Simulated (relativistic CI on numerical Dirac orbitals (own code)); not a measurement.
How well does a small relativistic CI reproduce Cr IV?

Calculated at this level of theory: Dirac-Coulomb-Breit CI, separate exchange-only KLI orbitals for each configuration, a model potential for QED, valence Slater integrals scaled by 0.85, configuration energies shifted to the measured levels that pair with them (semi-empirical) (own radial code, finite nucleus).

CI space (outside the closed core [Ne]): 3s²3p⁶3d³, 3s²3p⁶3d²4s, 3s²3p⁶3d²4p, 3s²3p⁵3d⁴, 3s²3p⁶3d²4d, 3s²3p⁶3d²5s, 3s²3p⁶3d4s², 3s²3p⁶3d²5p, 3s²3p⁶3d²4f, 3s²3p⁶3d²5d, 3s²3p⁶3d4s4p, 3s²3p⁶3d²5f, 3s²3p⁶3d²5g, 3s²3p⁴3d⁵, 3s²3p⁶3d4p², 3s²3p⁶3d4s4d, 3s3p⁶3d⁴, 3s²3p⁶3d4p4d. Levels of other configurations are missing.

| Configuration | Term (tabulated) | J | Measured (cm⁻¹) | Computed | Error | Purity (%) |
| --- | --- | --- | --- | --- | --- | --- |
| 3s²3p⁶3d³ | 4F | 3/2 | 0.0 | 0 | 0 | 99 |
| 3s²3p⁶3d³ | 4F | 5/2 | 235.8 | 225 | -11 | 99 |
| 3s²3p⁶3d³ | 4F | 7/2 | 555.6 | 526 | -29 | 99 |
| 3s²3p⁶3d³ | 4F | 9/2 | 945.6 | 895 | -50 | 99 |
| 3s²3p⁶3d³ | 4P | 1/2 | 14059.0 | 13299 | -760 | 98 |
| 3s²3p⁶3d³ | 4P | 3/2 | 14177.1 | 13408 | -770 | 97 |
| 3s²3p⁶3d³ | 4P | 5/2 | 14471.3 | 13695 | -776 | 98 |
| 3s²3p⁶3d³ | 2G | 7/2 | 15051.8 | 14847 | -205 | 99 |
| 3s²3p⁶3d³ | 2G | 9/2 | 15401.6 | 15182 | -219 | 98 |
| 3s²3p⁶3d³ | 2P | 1/2 | 19519.2 | 17938 | -1581 | 98 |
| 3s²3p⁶3d³ | 2D2 | 3/2 | 20649.9 | 19094 | -1556 | 70 |
| 3s²3p⁶3d³ | 2D2 | 5/2 | 20664.3 | 19170 | -1494 | 98 |
| 3s²3p⁶3d³ | 2H | 9/2 | 21065.9 | 21348 | 283 | 98 |
| 3s²3p⁶3d³ | 2H | 11/2 | 21320.7 | 21594 | 273 | 99 |
| 3s²3p⁶3d³ | 2F | 7/2 | 34362.8 | 33280 | -1083 | 99 |
| 3s²3p⁶3d³ | 2F | 5/2 | 34555.7 | 33466 | -1090 | 99 |
| 3s²3p⁶3d³ | 2D1 | 5/2 | 52975.3 | 49789 | -3186 | 98 |
| 3s²3p⁶3d³ | 2D1 | 3/2 | 53142.0 | 49968 | -3174 | 98 |
| 3s²3p⁶3d²4s | 4F | 3/2 | 103994.7 | 103995 | 0 | 100 |
| 3s²3p⁶3d²4s | 4F | 5/2 | 104257.1 | 104242 | -15 | 100 |
| 3s²3p⁶3d²4s | 4F | 7/2 | 104628.6 | 104594 | -35 | 100 |
| 3s²3p⁶3d²4s | 4F | 9/2 | 105104.1 | 105044 | -60 | 100 |
| 3s²3p⁶3d²4s | 2F | 5/2 | 109940.2 | 109765 | -176 | 99 |
| 3s²3p⁶3d²4s | 2F | 7/2 | 110690.4 | 110475 | -215 | 99 |
| 3s²3p⁶3d²4s | 2D | 5/2 | 118570.0 | 119410 | 840 | 82 |
| 3s²3p⁶3d²4s | 2D | 3/2 | 118726.5 | 119541 | 814 | 92 |
| 3s²3p⁶3d²4s | 4P | 1/2 | 119013.3 | 120007 | 993 | 100 |
| 3s²3p⁶3d²4s | 4P | 3/2 | 119250.6 | 120209 | 958 | 92 |
| 3s²3p⁶3d²4s | 4P | 5/2 | 119670.0 | 120582 | 912 | 82 |
| 3s²3p⁶3d²4s | 2P | 1/2 | 124409.2 | 125487 | 1078 | 99 |
| 3s²3p⁶3d²4s | 2P | 3/2 | 124732.9 | 125790 | 1057 | 99 |
| 3s²3p⁶3d²4s | 2G | 9/2 | 127193.9 | 126786 | -408 | 100 |
| 3s²3p⁶3d²4s | 2G | 7/2 | 127206.3 | 126799 | -407 | 100 |
| 3s²3p⁶3d²4p | 4G° | 5/2 | 157359.5 | 157261 | -99 | 95 |
| 3s²3p⁶3d²4p | 4G° | 7/2 | 157931.1 | 157786 | -145 | 96 |
| 3s²3p⁶3d²4p | 4F° | 3/2 | 158525.9 | 158243 | -283 | 97 |
| 3s²3p⁶3d²4p | 4G° | 9/2 | 158627.5 | 158432 | -195 | 97 |
| 3s²3p⁶3d²4p | 4F° | 5/2 | 158891.2 | 158578 | -314 | 97 |
| 3s²3p⁶3d²4p | 4F° | 7/2 | 159350.5 | 159004 | -347 | 97 |
| 3s²3p⁶3d²4p | 4G° | 11/2 | 159448.0 | 159200 | -248 | 100 |
| 3s²3p⁶3d²4p | 4F° | 9/2 | 159862.1 | 159487 | -375 | 96 |
| 3s²3p⁶3d²4p | 2F° | 5/2 | 160303.9 | 160276 | -28 | 80 |
| 3s²3p⁶3d²4p | 2F° | 7/2 | 160935.8 | 160811 | -124 | 74 |
| 3s²3p⁶3d²4p | 2D° | 3/2 | 160985.0 | 161664 | 679 | 66 |
| 3s²3p⁶3d²4p | 4D° | 1/2 | 161353.4 | 161025 | -328 | 100 |
| 3s²3p⁶3d²4p | 4D° † | 5/2 | 161493.9 | 161248 | -246 | 77 |
| 3s²3p⁶3d²4p | 4D° † | 3/2 | 161754.8 | 160888 | -867 | 67 |
| 3s²3p⁶3d²4p | 4D° † | 7/2 | 162063.3 | 161756 | -307 | 75 |
| 3s²3p⁶3d²4p | 2D° | 5/2 | 162299.6 | 162327 | 28 | 83 |
| 3s²3p⁶3d²4p | 2G° | 7/2 | 164908.6 | 164380 | -529 | 99 |
| 3s²3p⁶3d²4p | 2G° | 9/2 | 165428.9 | 164875 | -554 | 99 |
| 3s²3p⁶3d²4p | 2S° | 1/2 | 167895.1 | 169320 | 1425 | 98 |
| 3s²3p⁶3d²4p | 4S° | 3/2 | 171079.7 | 171865 | 785 | 82 |
| 3s²3p⁶3d²4p | 2P° | 3/2 | 172182.1 | 172717 | 535 | 78 |
| 3s²3p⁶3d²4p | 2F° | 5/2 | 172634.7 | 172993 | 358 | 95 |
| 3s²3p⁶3d²4p | 2P° | 1/2 | 172821.6 | 173245 | 424 | 98 |
| 3s²3p⁶3d²4p | 2F° | 7/2 | 173364.4 | 173679 | 315 | 94 |
| 3s²3p⁶3d²4p | 4D° | 1/2 | 173430.6 | 174133 | 702 | 99 |
| 3s²3p⁶3d²4p | 4D° | 3/2 | 173657.9 | 174338 | 680 | 94 |
| 3s²3p⁶3d²4p | 4D° | 5/2 | 174094.8 | 174738 | 643 | 89 |
| 3s²3p⁶3d²4p | 2D° | 3/2 | 174538.4 | 175184 | 646 | 90 |
| 3s²3p⁶3d²4p | 4D° | 7/2 | 174844.9 | 175435 | 591 | 95 |
| 3s²3p⁶3d²4p | 2D° | 5/2 | 174967.4 | 175595 | 628 | 86 |
| 3s²3p⁶3d²4p | 4P° | 1/2 | 176689.1 | 177321 | 631 | 99 |
| 3s²3p⁶3d²4p | 4P° | 3/2 | 176915.3 | 177529 | 614 | 99 |
| 3s²3p⁶3d²4p | 4P° | 5/2 | 177405.0 | 177984 | 579 | 96 |
| 3s²3p⁶3d²4p | 2G° | 7/2 | 177914.4 | 177331 | -583 | 99 |

Measured levels from Sugar and Corliss, J. Phys. Chem. Ref. Data 6, 317 (1977); pairs were made by configuration, J and term (by order where the table uses no LS term), so strongly mixed levels may be paired wrongly.

Mean error by configuration (cm⁻¹): 3s²3p⁶3d³ -907; 3s²3p⁶3d²4s 356; 3s²3p⁶3d²4p 197. Over the excited levels the mean absolute error is 618 cm⁻¹ (66 of the 66 excited levels that our extract of the source holds in range could be paired), and the median relative error of those above 1,000 cm⁻¹ is 0.35 %, both after the shifts were fitted to these levels, so that a configuration with one level shows no error. Some levels of the ground configuration have no partner. † marks terms whose computed intervals miss the measured ones by more than a factor of 2.5, or configurations far off the rest, from wrong mixing, a near crossing or a doubtful label or measurement; they are left out of the means.

Configurations whose levels could be paired with our table of measured levels were shifted onto them, all but the ground configuration, by the median error of their levels; single terms can still be off by 1,000 to 2,000 cm⁻¹ or more, and rates follow the energies as ν³ (E1, M1) or ν⁵ (E2). The others borrow a shift and can be off by several thousand cm⁻¹ or more. The fine structure of a lone outer electron comes out too small, for d and f at times inverted, and misplaced configurations move strength between like terms. 66 of the 66 excited levels that our extract of the measured tables holds in this range could be paired (the sources list more); they are missed by 611 cm⁻¹ on average and 3186 at most, after the shifts were fitted to these levels, and levels without a partner can miss by more. Some levels of the ground configuration have no partner and can miss by 10 % or more.

Shifts applied (cm⁻¹): 3s²3p⁶3d³ 0; 3s²3p⁶3d²4s -13234; 3s²3p⁶3d²4p -12555.
